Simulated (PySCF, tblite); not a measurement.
Compound: C₆H₁₅AlN₂.
Atom-mapped SMILES: `[H]/[N:5]=[CH:4]\[CH2:3][N@@+:2]1([CH3:1])[CH2:6][CH2:7][CH2:8][AlH2-:9]1` (hydrogens: H10, H11, H12 on C1; H13, H14 on C3; H15 on C4; H16 on N5; H17, H18 on C6; H19, H20 on C7; H21, H22 on C8; H23, H24 on Al9)

Geometry (GFN2-xTB, Å), atoms numbered from 1 in this order:
```xyz
24
C6H15AlN2 angstrom
C      0.5589    1.4925    0.2074
N      0.2806    0.1484   -0.2797
C      1.3903   -0.3382   -1.0939
C      2.6689   -0.5830   -0.3294
N      2.8335   -0.8229    0.8822
C     -0.9398    0.1277   -1.0966
C     -2.1748    0.4819   -0.2750
C     -2.2358   -0.4526    0.9473
Al    -0.3337   -0.9539    1.3945
H      0.4753    2.2365   -0.5918
H     -0.1446    1.7330    1.0054
H      1.5629    1.5302    0.6272
H      1.1039   -1.3071   -1.5202
H      1.5882    0.3525   -1.9271
H      3.5624   -0.5766   -0.9521
H      1.9859   -0.8438    1.4585
H     -0.8275    0.7957   -1.9632
H     -1.0637   -0.8981   -1.4584
H     -3.0549    0.3810   -0.9183
H     -2.1277    1.5264    0.0386
H     -2.7578   -1.3747    0.6369
H     -2.8969   -0.0090    1.7017
H      0.3749   -0.2670    2.6128
H      0.1600   -2.3591    0.9007
```

Jobs on this species (24 atoms, 78 electrons) with PySCF (density fitting) and tblite. Hardware of each: an Arm Neoverse V1 with one thread, no GPU, shared host. Other jobs ran on the host; a repeat could differ by tens of per cent or more.

```csv
level and settings,work,basis functions,SCF cycles,wall time
GFN2-xTB,Hessian by finite differences,–,–,?
GFN2-xTB,L-BFGS relaxation,–,–,1.7 s
PBE0/pcSseg-1,"shieldings, ring-centre shieldings, charges and field gradients",235,14,53 s
```

Question: Fill in the missing figures.

Answer: 
- GFN2-xTB; Hessian by finite differences: 1.2 s

Question: What do all jobs in the table cost together?

Answer: About 56 s; the longest takes about 95 % of that, and about 44 times as long as the shortest.
